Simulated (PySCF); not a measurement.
These are PySCF with r2SCAN-D4/def2-TZVP values and carry that method's errors. All species are isolated molecules in the gas phase. Delta-SCF ions had no search for a lower state. Excitations are Tamm–Dancoff values on a coarser integration grid. The basis has no diffuse functions, so Rydberg states are missing or too high.

Reference species (SMILES): `C#CO` (neutral, multiplicity 1).

* **vertical ionisation energy (Delta-SCF)**: 9.84 eV
* **HOMO**: -6.21 eV
* **T1 excitation (TDA)**: 5.71 eV

Changed species: `C1=CO1`.

### Question
Give the shifts of the vertical ionisation energy (Delta-SCF), HOMO and T1 excitation (TDA).

### Answer
the vertical ionisation energy (Delta-SCF) falls by 1.33 eV, to 8.51 eV; the HOMO rises by 1.62 eV, to -4.59 eV; the T1 excitation (TDA) falls by 3.39 eV, to 2.32 eV.
